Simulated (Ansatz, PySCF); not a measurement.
C3H4BF3, SMILES C/C(=C/F)B(F)F. Atoms are numbered in the order given.

```xyz
11

C      2.0080    -0.5356     0.3093
C      0.6681     0.1341     0.1023
C      0.6039     1.4627    -0.0433
F     -0.5321     2.1283    -0.2304
B     -0.6155    -0.7466     0.0629
F     -0.5055    -2.0645     0.2048
F     -1.8380    -0.2677    -0.1041
H      2.0296    -1.0867     1.2629
H      2.8344     0.1921     0.3177
H      2.2084    -1.2696    -0.4874
H      1.4708     2.1360    -0.0248
```

Geometry: ωB97X-D3(BJ)/def2-SVP. The structure was generated by enumeration; whether it is a known compound was not checked. Other conformers were not sampled.

Two levels are set side by side: PBE-D3(BJ)/def2-SVP (Ansatz, an electronic-structure program) and ωB97X-D3(BJ)/def2-SVP (PySCF). Each level has its own optimised geometry; the coordinates shown are those of the second. Frequencies come from the Hessian of PySCF at each geometry. Differences are taken from unrounded values.

```csv
quantity,ωB97X-D3(BJ)
mean bond length (Å),1.279
bond C1–C2 (Å),1.512
bond C2–C3 (Å),1.338
bond C2–B5 (Å),1.557
bond C3–F4 (Å),1.330
bond B5–F6 (Å),1.330
bond B5–F7 (Å),1.323
bond C1–H8 (Å),1.102
bond C1–H9 (Å),1.101
bond C1–H10 (Å),1.102
bond C3–H11 (Å),1.098
highest harmonic wavenumber (cm⁻¹),3200
mean harmonic wavenumber (cm⁻¹),1201
zero-point energy (kcal/mol),46.35
```

### Question
What does PBE-D3(BJ) give, and how far is it from ωB97X-D3(BJ)? (An estimate is asked for; the answer gives what the named calculation found.)

### Answer

```csv
quantity,PBE-D3(BJ),PBE-D3(BJ) minus ωB97X-D3(BJ)
mean bond length (Å),1.286,0.007
bond C1–C2 (Å),1.511,-0.001
bond C2–C3 (Å),1.353,0.014
bond C2–B5 (Å),1.555,-0.003
bond C3–F4 (Å),1.336,0.006
bond B5–F6 (Å),1.338,0.008
bond B5–F7 (Å),1.332,0.008
bond C1–H8 (Å),1.110,0.008
bond C1–H9 (Å),1.109,0.007
bond C1–H10 (Å),1.110,0.008
bond C3–H11 (Å),1.106,0.009
highest harmonic wavenumber (cm⁻¹),3081,-119
mean harmonic wavenumber (cm⁻¹),1154,-47
zero-point energy (kcal/mol),44.56,-1.80
```

Exact exchange shortens and stiffens bonds; PBE has none. Differences between two approximate levels are no errors against the true value.
